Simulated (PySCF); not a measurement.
## K₃N at several levels of theory

All levels use the PBE0 minimum (singlet; K–K 4.195 Å (×3), N–K 2.422 Å (×3); K–K–K 60.0° (×3), K–K–N 30.0° (×6), K–N–K 120.0° (×3)), basis [N def2-TZVP, K def2-TZVP], no relativity, density fitting, no spin–orbit coupling, PySCF. For vertical energies the ionised species is a doublet (spins chosen at PBE0 and kept). Atomisation goes to high-spin ground-configuration atoms, without zero-point energy. Open shells are unrestricted, also as the reference of the correlated levels. A dash marks a value that was not computed or is not defined at that level.

| level | atomisation (kJ/mol) | vertical IP (eV) | −ε(HOMO) (eV) | gap (eV) |
| --- | --- | --- | --- | --- |
| PBE0 | 246 | 2.62 | 2.26 | 1.31 |
| HF | -299 | 0.21 | 3.44 | 3.89 |
| MP2 | 362 | 4.14 | – | – |
| PBE | 356 | 3.28 | 1.66 | 0.19 |
| r2SCAN | 286 | 2.78 | 1.60 | 0.38 |
| B3LYP | ? | ? | ? | ? |
| TPSSh | ? | ? | ? | ? |
| revPBE | 313 | 3.16 | 1.59 | 0.19 |
| MN15 | 278 | 2.53 | 2.79 | 2.09 |

Q: Fill in the row of B3LYP.

A: atomisation (kJ/mol) 272, vertical IP (eV) 2.89, −ε(HOMO) (eV) 2.26, gap (eV) 1.08.

Q: Fill in the row of TPSSh.

A: atomisation (kJ/mol) 298, vertical IP (eV) 2.74, −ε(HOMO) (eV) 1.79, gap (eV) 0.72.

The small gap makes a closed-shell description doubtful.
